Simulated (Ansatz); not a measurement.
Born–Oppenheimer molecular dynamics of H10OSi3 (14 atoms, charge 0, multiplicity 1). It starts at the highest image of a converged band. Of that band: Neighbouring images differ by up to 1.6 eV, so the band resolves the path poorly. A vibrational analysis at the climbing image gives one clearly imaginary mode, 457i cm⁻¹: a first-order saddle point.

Theory: RKS LDA/def2-SVP (Ansatz 0.2.0).

```
ensemble                      : NVE (velocity Verlet)
time step                     : 0.5 fs
steps asked                   : 200
starting velocities drawn for : 100 K
seed                          : 4932
```

First frame:

```xyz
14
Properties=species:S:1:pos:R:3
Si -0.224 -0.282 0.090
Si 0.132 -0.010 2.707
H -0.283 -0.841 3.911
H 1.611 -0.287 2.542
H 0.032 1.435 3.150
H 0.536 1.023 0.071
H -0.839 -0.295 -1.324
H 0.636 -1.513 0.095
O -1.958 -0.481 0.671
Si -3.409 -0.654 -0.273
H -3.302 -1.890 -1.113
H -4.478 -0.790 0.769
H -3.603 0.577 -1.102
H -1.671 -0.425 1.694
```

(1) How far do the bonds stretch over the last three quarters of this one trajectory? (Pairs bonded in most of those frames.)

Answers

(1) 
```csv
bond,mean (Å),spread (Å),shortest,longest
Si1–Si2,2.372,0.097,2.26,2.56
Si1–H6,1.521,0.018,1.49,1.55
Si1–H7,1.540,0.046,1.46,1.62
Si1–H8,1.517,0.013,1.49,1.54
Si2–H3,1.521,0.028,1.47,1.57
Si2–H4,1.512,0.017,1.48,1.54
Si2–H5,1.509,0.008,1.49,1.52
O9–Si10,1.703,0.035,1.63,1.75
O9–H14,0.985,0.012,0.97,1.02
Si10–H11,1.504,0.015,1.48,1.53
Si10–H12,1.507,0.005,1.50,1.52
Si10–H13,1.499,0.006,1.49,1.51
```

Pairs bonded in part of these frames only: Si1–O9 40 %.

Mean temperature of the second half: 603 K. The conserved energy stayed within 0.039 meV per atom of its start (net change 0.0045 meV per atom), so the integration is sound. The kinetic energy rose, since the run started high on the potential surface and went downhill. It ends in pieces (H4OSi + H6Si2), so much of that is their flight and rotation, not heat. A run of 0.1 ps of so small a system gives no equilibrium averages. The orbitals stay closed-shell, which can raise the energy where a bond breaks towards radicals; this wasn't checked here.

Time of the run: 2.2 min on 4 threads of Intel(R) Xeon(R) CPU @ 2.80GHz (Skylake/Cascade Lake), with other jobs on the host, peak memory 0.18 GiB.
